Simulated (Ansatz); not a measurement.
**A family of molecules: the HOMO–LUMO gap**

One atom is swapped for its congeners: OCS (carbonyl sulfide) `O=C=S`; CS2 (carbon disulfide) `S=C=S`; CTeS `S=C=[Te]`. The Se member is missing. All are singlets with charge 0.

Shapes, held fixed at every level: PBE0-D4/def2-TZVP. Programs: Ansatz 0.2.0. Values in eV.

Q: How should the HOMO–LUMO gap change along the series?

A: At wB97X-V/def2-TZVPP the HOMO–LUMO gap falls at every step, from 12.40 to 8.45 eV. Every level shows the same order. For atoms past krypton def2 sets carry core potentials with scalar relativity. Orbital gaps aren't excitation energies, and the LUMO depends on the basis.

```tsv
level	OCS	CS2	CTeS
PBE-D4/def2-TZVPP	5.64	4.01	3.01
r2SCAN-D4/def2-TZVPP	6.14	4.38	3.30
B3LYP-D4/def2-TZVPP	7.35	5.44	4.24
r2SCAN0-D4/def2-TZVPP	8.18	6.09	4.80
wB97M-V/def2-TZVPP	12.21	9.86	8.33
wB97X-V/def2-TZVPP	12.40	10.03	8.45
```
